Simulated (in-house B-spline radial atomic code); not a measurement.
RPBE excitations of B II (B+)

Method: RPBE. Computed with an all-electron radial atomic-structure program (B-spline basis): linear response of the closed shell [He] 2s2 with the functional's adiabatic kernel; scalar-relativistic (spin-free one-electron X2C), finite nucleus, no spin-orbit coupling, no double excitations, S, P, D and F terms only.

Command:
```bash
python run_td.py task.json out
```
Settings (radii: box in bohr, nucleus in fm):
```
Z                        5
electrons                4
configuration            [He] 2s2
hamiltonian              x2c
method                   rpbe,pbe
box_radius               41.61
rms_radius               2.406
intervals                77
```

Time taken, with all properties: 0.3 s on 1 thread of Arm Neoverse N1, with other jobs on the host.

The lowest states, in the order of their Tamm-Dancoff energies; the method's threshold (minus the highest occupied level) is 19.540 eV. Labels give the largest channel, * marks a mixed state, and oscillator strengths are full-response dipole values. Measured ¹D terms are left out, since they can mix with doubly excited terms. Semilocal kernels can invert the small singlet-triplet splittings of Rydberg terms. Energies in eV:

```
     state  full response  Tamm-Dancoff  oscillator strength  measured (J-weighted term)
2s → 2p 3P              ?             ?                    -                           ?
2s → 2p 1P          8.692         9.226                 1.01                       9.100
2s → 3s 3S         14.722        14.735                    -                      16.090
2s → 3s 1S         15.389        15.411                    -                           -
2s → 3p 3P         16.003        16.021                    -                      17.853
2s → 3p 1P         16.281        16.304               0.0623                      17.866
2s → 3d 3D         16.865        16.891                    -                      18.678
2s → 3d 1D              ?             ?                    -                           -
2s → 4s 3S         17.822        17.824                    -                           -
2s → 4s 1S         17.936        17.940                    -                           -
```

Where does 2s → 3d 1D lie?

At 17.103 eV in full response, 17.107 eV in Tamm-Dancoff.

Where does 2s → 2p 3P lie?

At 3.435 eV in full response, 4.095 eV in Tamm-Dancoff; measured 4.631 eV.

How large is the singlet-triplet splitting of 2s → 2p (P terms) in Tamm-Dancoff?

5.13 eV, from the unrounded values.

What polarisabilities and dispersion coefficient does the method give?

Dipole 10.63 bohr³, quadrupole 29.61 bohr⁵, C6 28.94 hartree·bohr⁶ for two such species.
